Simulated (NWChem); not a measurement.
C3H6BrF; SMILES CC[C@H](F)Br

```xyz
11

C     -1.1471     1.9606    -0.5665
C     -0.4089     1.5700     0.7020
C      0.6436     0.5041     0.5162
F      1.5533     0.8863    -0.4085
Br    -0.1338    -1.2089    -0.0459
H     -1.7258     1.1148    -0.9662
H     -1.8433     2.7883    -0.3687
H     -0.4410     2.2866    -1.3438
H      0.1239     2.4451     1.1155
H     -1.1048     1.2284     1.4842
H      1.1691     0.2643     1.4518
```
Atoms are numbered in this order, from 1.

Computed with NWChem. Pople sets run with spherical d functions. All runs use the structure optimised with PBE0/def2-SVP. Ions are spin-unrestricted doublets at the neutral geometry; other ion states weren't tried.

For level PBE/3-21G:

```yaml
"−ε(HOMO) (eV)": 6.26
```

Task: What are these values for level PBE/6-31G*?

Result: −ε(HOMO) (eV): 6.59
